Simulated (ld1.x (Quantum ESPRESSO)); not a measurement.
Building the TM potential for neon (Ne) (PBE, scalar-relativistic).

* Element: Ne (Z = 10)
* Generator: ld1.x (Quantum ESPRESSO) 7.5
* Type: norm-conserving Troullier–Martins (Kleinman–Bylander form)
* Functional: PBE
* Relativity: scalar-relativistic
* Frozen core: [He]
* Valence charge: 8
* Reference configuration: 2s2 2p5 (charge +1)
* Partial waves: 2s (bound): rc 0.75 bohr; 2p (bound): rc 0.95 bohr
* Local potential: the p channel
* Core correction: Bessel-smoothed model core inside 0.55 bohr

All-electron outer shells of the reference configuration (PBE, scalar-relativistic, ld1.x):

| shell | level (eV) | outermost node (bohr) | outermost maximum (bohr) |
| --- | --- | --- | --- |
| 2s | -55.65 | 0.22 | 0.67 |
| 2p | -32.28 | – | 0.60 |

Calculated quality:

```
Cutoffs needed           : 200 Ry and 260 Ry (the cutoffs (Ry, on a coarse ladder) from which the occupation-weighted sum of valence levels, in a spherical-Bessel basis at the reference potential, stays within 10 and 1 mRy of its value at 400 Ry)
Ghost test               : no extra level below or beside the all-electron valence levels (s, p, d, f tested) (spherical-Bessel basis up to 400 Ry, 20 bohr box)
Largest excitation error : +342 meV (all-electron minus pseudo) for 2s2 2p2, out of 6 test configurations
```

Generation and tests took about 1.2 s on one core of a shared server CPU.
